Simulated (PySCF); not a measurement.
Stretching BeO⁺

Set-up: basis Be aug-pcseg-1, O aug-pcseg-1; no relativity; PySCF 2.14. Energies in eV from Be⁺ + O in their ground configurations at the same level. State: ²Π (doublet), unpaired electrons π ↑.

All columns are PBE0. A positive dipole points towards O; it is taken about the centre of mass and depends on that origin.

```csv
R (Å),E (eV),μ (D),Mulliken charge on Be (basis-dependent),HOMO (eV),LUMO (eV),Mayer bond order,⟨S²⟩
1.244,-2.612,-6.55,1.15,-17.80,-13.42,1.38,0.75
1.302,-3.120,-6.84,1.22,-17.39,-13.03,1.29,0.75
1.360,-3.404,-7.12,1.28,-17.00,-12.66,1.20,0.75
1.404,-3.506,-7.33,1.32,-16.74,-12.40,1.15,0.75
1.447,-3.534,-7.53,1.36,-16.48,-12.16,1.10,0.75
1.490,-3.504,-7.73,1.39,-16.24,-11.93,1.05,0.75
1.548,-3.394,-7.98,1.42,-15.95,-11.64,1.00,0.75
1.621,-3.177,-8.27,1.45,-15.62,-11.35,0.95,0.76
1.708,-2.840,-8.59,1.46,-15.28,-11.49,0.92,0.76
1.823,-2.328,-8.90,1.44,-14.93,-11.68,0.91,0.78
```

A fit through these points gives, at Re = 1.445 Å, μ = -7.52 D and dμ/dR = -4.61 D/Å; the reduced mass is 5.764 u.

Task: How strong is the fundamental in the double-harmonic approximation, I = 42.26·(dμ/dR)²/μred km/mol?

Result: I = 42.26·(-4.61)²/5.764 = 156 km/mol at PBE0.

For an ion De counts to the pair picked by the measured ionisation energies or electron affinities, which need not be the lowest pair at this level. The state was picked by a PBE0 search and need not be the measured ground state.
